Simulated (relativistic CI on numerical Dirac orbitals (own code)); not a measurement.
**Hyperfine structure of Cl XVII, mass number 35**

Computed by Dirac equation for one electron, model QED (radiative potential, 1s self-energy scaled to tabulated hydrogen-like ionisation energies) (own radial code, finite nucleus).

CI space: 1s, 2s, 2p, 3s, 3p, 3d, 4s, 4p, 4d, 4f, 5s, 5p, 5d, 5f, 5g, 6s, 6p, 6d. Levels of other configurations are missing.

Nuclear spin I = 3/2, μ = 0.8217 μN, Q = -0.0817 b (tables of Stone and Pyykkö). The electronic factors are computed for point nuclear moments, without core polarisation or the Bohr-Weisskopf and QED corrections.

```json
{"Level": "1s 2S_1/2", "E (eV)": "0.00", "A (GHz)": "699.2", "B (GHz)": ""}
{"Level": "2p 2P°_1/2", "E (eV)": "2958.53", "A (GHz)": "29.41", "B (GHz)": ""}
{"Level": "2s 2S_1/2", "E (eV)": "2958.66", "A (GHz)": "88.3", "B (GHz)": ""}
{"Level": "2p 2P°_3/2", "E (eV)": "2962.36", "A (GHz)": "5.732", "B (GHz)": "-1.59"}
{"Level": "3p 2P°_1/2", "E (eV)": "3507.71", "A (GHz)": "8.728", "B (GHz)": ""}
{"Level": "3s 2S_1/2", "E (eV)": "3507.75", "A (GHz)": "26.17", "B (GHz)": ""}
{"Level": "3d 2D_3/2", "E (eV)": "3508.84", "A (GHz)": "1.021", "B (GHz)": "-0.0943"}
{"Level": "3p 2P°_3/2", "E (eV)": "3508.85", "A (GHz)": "1.702", "B (GHz)": "-0.471"}
```

Levels with J = 0, under 50 % of one LS term, or S terms without an open s electron are left out. Small factors come from cancelling terms and can be off by tens of per cent or more.

(1) Give the hyperfine levels of 1s 2S_1/2 relative to its centre of gravity.

## Answers

(1) With K = F(F + 1) − I(I + 1) − J(J + 1), E = AK/2: F = 1: -874, F = 2: 524.4 GHz.
